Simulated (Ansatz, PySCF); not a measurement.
This singlet lies 2.27 eV below the relaxed triplet at the level composite: frozen-core CCSD(T) with HF/cc-pV5Z and the correlation energy extrapolated as X^-3 from cc-pVQZ and cc-pV5Z, plus full CI minus CCSD(T) in cc-pVDZ // B3LYP-D3(BJ)/def2-TZVP (Ansatz, a first-principles code).

B3LYP has the VWN-RPA correlation part, as in Gaussian. 

HSi, SMILES `[SiH+]` (lower singlet) (charge 1, multiplicity 1)

The numbers are results of B3LYP-D3(BJ)/def2-TZVP run with PySCF 2.14.0, not measurements.

```
Quantity                         Result
-------------  ------------------------
HOMO                          -15.25 eV
HOMO–LUMO gap                   4.48 eV
LUMO                          -10.77 eV
total energy               -289.7203 Ha
cost           roughly 1.9 core-seconds
```

```xyz
2

Si     0.7575     0.0000     0.0000
H     -0.7575     0.0000     0.0000
```
Charge +1, spin multiplicity 1.
